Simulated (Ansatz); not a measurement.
`[AlH2]/[CH]=C/Cl` + H₂O → `O/C=[CH]\[AlH2]` + HCl at 700 K and 1 bar (formal hydrolysis of a C–Cl bond).

Computed with Ansatz on PBE0-D4/def2-TZVP structures; ΔE is electronic, products minus reactants. CBS: MP2 limit from def2 TZ/QZ plus the TZ coupled-cluster correction, frozen cores. This one scheme is used for every species. Double bonds are as drawn, so ΔE can hold a change between cis and trans. One conformer a species, not always the lowest.

| species | CCSD(T)/CBS energy (Eh) | H − E (kJ/mol) | S (J/(mol·K)) |
| --- | --- | --- | --- |
| `[AlH2]/[CH]=C/Cl` | -780.26523 | 185.4 | 414.6 |
| H₂O | -76.37941 | 80.5 | 218.4 |
| `O/C=[CH]\[AlH2]` | -396.26276 | 225.3 | 404.4 |
| HCl | -460.38127 | 38.4 | 211.8 |

H − E and S are ideal-gas, rigid-rotor, harmonic terms from PBE0-D4/def2-TZVP, for one conformer and one mirror image of each species. 1 Eh = 2625.50 kJ/mol, R = 8.31446 J/(mol·K).

By hand: ΔE, ΔH, ΔS and ΔG.

ΔE = (-396.26276) + (-460.38127) − (-780.26523) − (-76.37941) = 0.00061 Eh = 1.6 kJ/mol. Δ(H − E) = 225.3 + 38.4 − 185.4 − 80.5 = -2.2, so ΔH = -0.6 kJ/mol. ΔS = 404.4 + 211.8 − 414.6 − 218.4 = -16.8 J/(mol·K). ΔG = -0.6 − 700 × (-16.8)/1000 = 11.2 kJ/mol.

By hand: the equilibrium constant, and the temperature at which ΔG would vanish if ΔH and ΔS stayed fixed.

log₁₀ K = −ΔG/(RT ln 10) = -0.8. ΔG = 0 at ΔH/ΔS = 36 K, though so small a ΔH makes that figure unsure.

TΔS isn't small against ΔH here. A doubt of 5 kJ/mol in ΔE shifts log₁₀ K by 0.4 here. Other conformers and mirror images would add mixing entropy, several J/(mol·K) or more a flexible species. These are equilibria of isolated gas molecules and say nothing of rates. Largest T1 diagnostic: 0.013 (customary marks: 0.02 for closed shells, 0.045 for open ones).
